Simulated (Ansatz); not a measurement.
GeH$_{6}$O$_{2}$Si, SMILES `O[SiH2][GeH2][OH]`. The species carries charge 0 and has multiplicity 1.

| atom | x (Å) | y (Å) | z (Å) |
| --- | --- | --- | --- |
| O1 | -2.0975 | 1.2583 | 0.0787 |
| Si2 | -1.2920 | -0.1850 | 0.0614 |
| Ge3 | 1.0554 | 0.1409 | -0.2584 |
| O4 | 1.7843 | -1.4544 | 0.1136 |
| H5 | -1.9215 | 1.8572 | 0.8055 |
| H6 | -1.8659 | -0.9518 | -1.0694 |
| H7 | -1.4889 | -0.9411 | 1.3296 |
| H8 | 1.4522 | 0.5526 | -1.6952 |
| H9 | 1.6479 | 1.2034 | 0.7022 |
| H10 | 2.7260 | -1.4801 | -0.0681 |

(1) List the harmonic frequencies (cm⁻¹, unscaled) at PBE0-D4/def2-TZVP in Ansatz. (Best estimate.)

(2) Is this a minimum?

(3) Give the ideal-gas thermochemistry at 298.15 K and 1 bar (rigid rotor, harmonic oscillator; point group C1, symmetry number 1).

(4) And at 400, 500, 600, 800 and 1000 K?

## Answers

(1) Ansatz gave: 36, 99, 163, 190, 220, 347, 373, 549, 658, 678, 715, 734, 830, 859, 892, 911, 930, 948, 2090, 2108, 2204, 2250, 3897, 3924.

(2) Yes, all 24 modes are real.

(3) Zero-point energy 159.1 kJ/mol; H(298) − E = 182.2 kJ/mol; entropy 369.6 J/(mol·K), of which translation 170.4, rotation 113.2, vibration 86.0; G(298) − E = 72.0 kJ/mol. Modes under 100 cm⁻¹ are hindered rotations or soft bends, so the harmonic entropy is rough.

(4) 
```csv
T (K),H − E (kJ/mol),S (J/mol/K),G − E (kJ/mol)
400,195.3,407.2,32.4
500,209.8,439.5,-10.0
600,225.6,468.3,-55.4
800,260.0,517.7,-154.1
1000,297.1,559.0,-261.9
```
